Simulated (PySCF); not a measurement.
C₄H₁₀O₂, SMILES COCCOC.

Coordinates come from a r2SCAN-D4/def2-SVP optimisation. One conformer was computed; it need not be the lowest.

These are PySCF with r2SCAN-D4/def2-SVP values and carry that method's errors.

Frequencies are harmonic and unscaled.

```json
[
 {"mode": "1", "ν (cm⁻¹)": "79", "IR (km/mol)": "2.6", "moving atoms (share of kinetic energy)": "C 50 %, H 28 %, O 21 %"},
 {"mode": "2", "ν (cm⁻¹)": "84", "IR (km/mol)": "6.1", "moving atoms (share of kinetic energy)": "H 35 %, C 34 %, O 31 %"},
 {"mode": "3", "ν (cm⁻¹)": "127", "IR (km/mol)": "0.9", "moving atoms (share of kinetic energy)": "H 49 %, O 38 %, C 13 %"},
 {"mode": "4", "ν (cm⁻¹)": "235", "IR (km/mol)": "2.9", "moving atoms (share of kinetic energy)": "H 83 %, O 14 %"},
 {"mode": "5", "ν (cm⁻¹)": "242", "IR (km/mol)": "0.9", "moving atoms (share of kinetic energy)": "H 61 %, O 30 %, C 9 %"},
 {"mode": "6", "ν (cm⁻¹)": "285", "IR (km/mol)": "3.3", "moving atoms (share of kinetic energy)": "H 50 %, C 37 %, O 13 %"},
 {"mode": "7", "ν (cm⁻¹)": "316", "IR (km/mol)": "2.9", "moving atoms (share of kinetic energy)": "H 38 %, C 35 %, O 27 %"},
 {"mode": "8", "ν (cm⁻¹)": "369", "IR (km/mol)": "0.2", "moving atoms (share of kinetic energy)": "C 43 %, H 29 %, O 28 %"},
 {"mode": "9", "ν (cm⁻¹)": "580", "IR (km/mol)": "2.3", "moving atoms (share of kinetic energy)": "C 53 %, H 38 %, O 9 %"},
 {"mode": "10", "ν (cm⁻¹)": "880", "IR (km/mol)": "15.8", "moving atoms (share of kinetic energy)": "H 47 %, C 38 %, O 16 %"},
 {"mode": "11", "ν (cm⁻¹)": "882", "IR (km/mol)": "23.9", "moving atoms (share of kinetic energy)": "C 42 %, H 40 %, O 19 %"},
 {"mode": "12", "ν (cm⁻¹)": "1061", "IR (km/mol)": "9.4", "moving atoms (share of kinetic energy)": "C 49 %, H 32 %, O 20 %"},
 {"mode": "13", "ν (cm⁻¹)": "1066", "IR (km/mol)": "25.2", "moving atoms (share of kinetic energy)": "C 47 %, H 38 %, O 16 %"},
 {"mode": "14", "ν (cm⁻¹)": "1118", "IR (km/mol)": "0.4", "moving atoms (share of kinetic energy)": "H 53 %, C 46 %"},
 {"mode": "15", "ν (cm⁻¹)": "1173", "IR (km/mol)": "81.9", "moving atoms (share of kinetic energy)": "H 61 %, C 23 %, O 15 %"},
 {"mode": "16", "ν (cm⁻¹)": "1175", "IR (km/mol)": "184.8", "moving atoms (share of kinetic energy)": "H 34 %, C 34 %, O 32 %"},
 {"mode": "17", "ν (cm⁻¹)": "1176", "IR (km/mol)": "0.2", "moving atoms (share of kinetic energy)": "H 72 %, C 21 %"},
 {"mode": "18", "ν (cm⁻¹)": "1199", "IR (km/mol)": "29.5", "moving atoms (share of kinetic energy)": "H 35 %, C 35 %, O 30 %"},
 {"mode": "19", "ν (cm⁻¹)": "1223", "IR (km/mol)": "47.5", "moving atoms (share of kinetic energy)": "H 43 %, C 29 %, O 28 %"},
 {"mode": "20", "ν (cm⁻¹)": "1225", "IR (km/mol)": "55.6", "moving atoms (share of kinetic energy)": "H 54 %, C 26 %, O 20 %"},
 {"mode": "21", "ν (cm⁻¹)": "1260", "IR (km/mol)": "33.3", "moving atoms (share of kinetic energy)": "H 78 %, C 12 %, O 10 %"},
 {"mode": "22", "ν (cm⁻¹)": "1301", "IR (km/mol)": "15.5", "moving atoms (share of kinetic energy)": "H 87 %"},
 {"mode": "23", "ν (cm⁻¹)": "1376", "IR (km/mol)": "38.6", "moving atoms (share of kinetic energy)": "H 78 %, C 21 %"},
 {"mode": "24", "ν (cm⁻¹)": "1432", "IR (km/mol)": "12.0", "moving atoms (share of kinetic energy)": "H 64 %, C 34 %"},
 {"mode": "25", "ν (cm⁻¹)": "1454", "IR (km/mol)": "14.0", "moving atoms (share of kinetic energy)": "H 90 %, C 9 %"},
 {"mode": "26", "ν (cm⁻¹)": "1456", "IR (km/mol)": "5.0", "moving atoms (share of kinetic energy)": "H 95 %"},
 {"mode": "27", "ν (cm⁻¹)": "1456", "IR (km/mol)": "8.0", "moving atoms (share of kinetic energy)": "H 96 %"},
 {"mode": "28", "ν (cm⁻¹)": "1458", "IR (km/mol)": "0.5", "moving atoms (share of kinetic energy)": "H 84 %, C 15 %"},
 {"mode": "29", "ν (cm⁻¹)": "1469", "IR (km/mol)": "21.7", "moving atoms (share of kinetic energy)": "H 94 %"},
 {"mode": "30", "ν (cm⁻¹)": "1472", "IR (km/mol)": "9.1", "moving atoms (share of kinetic energy)": "H 94 %"},
 {"mode": "31", "ν (cm⁻¹)": "1499", "IR (km/mol)": "1.8", "moving atoms (share of kinetic energy)": "H 90 %, C 9 %"},
 {"mode": "32", "ν (cm⁻¹)": "1503", "IR (km/mol)": "0.5", "moving atoms (share of kinetic energy)": "H 86 %, C 13 %"},
 {"mode": "33", "ν (cm⁻¹)": "2933", "IR (km/mol)": "9.9", "moving atoms (share of kinetic energy)": "H 95 %"},
 {"mode": "34", "ν (cm⁻¹)": "2942", "IR (km/mol)": "47.3", "moving atoms (share of kinetic energy)": "H 96 %"},
 {"mode": "35", "ν (cm⁻¹)": "2952", "IR (km/mol)": "163.1", "moving atoms (share of kinetic energy)": "H 97 %"},
 {"mode": "36", "ν (cm⁻¹)": "2957", "IR (km/mol)": "48.7", "moving atoms (share of kinetic energy)": "H 96 %"},
 {"mode": "37", "ν (cm⁻¹)": "2985", "IR (km/mol)": "48.7", "moving atoms (share of kinetic energy)": "H 90 %, C 10 %"},
 {"mode": "38", "ν (cm⁻¹)": "2998", "IR (km/mol)": "134.6", "moving atoms (share of kinetic energy)": "H 91 %, C 9 %"},
 {"mode": "39", "ν (cm⁻¹)": "3014", "IR (km/mol)": "43.0", "moving atoms (share of kinetic energy)": "H 90 %, C 10 %"},
 {"mode": "40", "ν (cm⁻¹)": "3014", "IR (km/mol)": "56.8", "moving atoms (share of kinetic energy)": "H 90 %, C 10 %"},
 {"mode": "41", "ν (cm⁻¹)": "3138", "IR (km/mol)": "20.8", "moving atoms (share of kinetic energy)": "H 91 %, C 9 %"},
 {"mode": "42", "ν (cm⁻¹)": "3138", "IR (km/mol)": "28.4", "moving atoms (share of kinetic energy)": "H 91 %, C 9 %"}
]
```
